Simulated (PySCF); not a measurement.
Molecule: SMILES O[Si]([GeH3])([GeH3])[GeH3]. Atoms near the plane z = 1.2 Å, at the GFN2-xTB optimised geometry (x, y, z in Å): O1 (0.1, 1.5, 0.0), Si2 (-1.2, 0.5, 0.0), Ge3 (-0.2, -1.6, 0.0), Ge5 (-2.6, 0.9, 1.9), H6 (0.0, 2.4, 0.1), H7 (1.2, -1.6, 0.0), H8 (-0.6, -2.4, 1.2), H14 (-4.0, 1.1, 1.6).

Computed with B3LYP/def2-TZVP (PySCF 2.14.0). The values are rescaled to run from 0 to 1.

```
|                           |
|                           |
|                           |
|                           |
|                           |
|                           |
|                           |
|                           |
|  ..          .            |
| .-:. .:..   ....          |
| :=-..:--:    ..           |
| .::..:==:                 |
|  .  .:--:                 |
|      ....                 |
|                           |
|                           |
|                           |
|           .               |
|          .::.             |
|         .:++:             |
|          :@+:             |
|          .::.             |
|                           |
|                           |
|                           |
|                           |
|                           |
```
Scale: ten equal steps from 0.000 (start of ' ') to 1.00 (end of '@'), in the order ' .:-=+*#%@'; x runs from -4.50 to 4.50, y from -4.50 (bottom) to 4.50 (top).

Q: Which quantity is mapped?
A. electrostatic potential
B. an orbital amplitude
C. deformation density (molecule minus spherical neutral atoms)
D. electron localisation function

A: C, deformation density (molecule minus spherical neutral atoms). In full: deformation density (molecule minus spherical neutral atoms) (e/bohr³).
